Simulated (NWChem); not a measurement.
Species: C4H6O; SMILES O=CC1CC1

```xyz
11

O     -0.5848     1.6615     0.0000
C      0.5003     1.1355     0.0000
C      0.7089    -0.3317     0.0000
C     -0.3118    -1.1738    -0.7397
C     -0.3118    -1.1738     0.7397
H      1.4347     1.7530     0.0000
H      1.7492    -0.6675     0.0000
H      0.0620    -2.0510    -1.2735
H     -1.1033    -0.6126    -1.2439
H      0.0620    -2.0510     1.2735
H     -1.1033    -0.6126     1.2439
```
Atoms are numbered in this order, from 1.

All runs: NWChem. Pople sets run with spherical d functions. STO-3G and 3-21G are far too small for this property and stand as cheap habits. Geometry: optimised at PBE0/def2-SVP. B3LYP is NWChem's, with the RPA form of VWN correlation. GIAO values for the isolated, static molecule; σ is the absolute isotropic shielding, δ = σ(reference) − σ with the isolated reference molecule computed at the same levels (13C: tetramethylsilane, 1H: tetramethylsilane, 17O: water).

```
level                δ O1 (ppm)  δ C2 (ppm)  δ C3 (ppm)  δ C4 (ppm)  δ H6 (ppm)  δ H7 (ppm)  δ H8 (ppm)  relative time
-------------------  ----------  ----------  ----------  ----------  ----------  ----------  ----------  -------------
KT2/pcSseg-1              592.1       191.8        22.4        15.5       10.08        1.50        0.91             10
Hartree-Fock/STO-3G       668.0       148.4        20.1        18.9       10.32        1.70        1.12              1
B3LYP/6-31G*              564.5       186.3        21.8        14.6       10.07        1.57        0.94             20
PBE0/pcSseg-1             653.0       206.3        22.9        15.0       10.16        1.65        0.91             30
```

Times are rough ratios from one shared machine.
